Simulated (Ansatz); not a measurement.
Species: Si2H3, charge 1, multiplicity 1. 
Structure (B3LYP-D3(BJ)/def2-TZVP (Ansatz, an electronic-structure program) minimum search):
```xyz
5

Si     1.3569    -0.0015    -0.0415
Si    -1.0518     0.0011     0.0322
H     -1.4316     1.4029    -0.2563
H     -1.3828    -0.4394     1.4065
H     -1.4576    -0.9589    -1.0196
```
Charge +1, spin multiplicity 1.

Basis-set convergence of Hartree-Fock and MP2 correlation energies (hartree) with Ansatz. Valence correlation only, unless marked. No spin-orbit coupling. Non-relativistic.

The Hartree-Fock reference is unstable (checked in the largest basis), which strains HF and MP2. 

| basis | functions | E(HF) | E(corr, MP2) |
|---|---|---|---|
| def2-SVP | 51 | -579.07332 | -0.15415 |
| def2-TZVPP | 126 | -579.27819 | -0.19013 |
| def2-QZVPP | 230 | -579.29554 | -0.20417 |

Extrapolating the two largest sets (X = 3 and 4) as X^-3: E(corr) = (64·(-0.20417) - 27·(-0.19013))/37 = -0.2144 Eh, an estimate of the basis-set limit. The largest set recovers 95.2 % of it, the smallest 71.9 %.
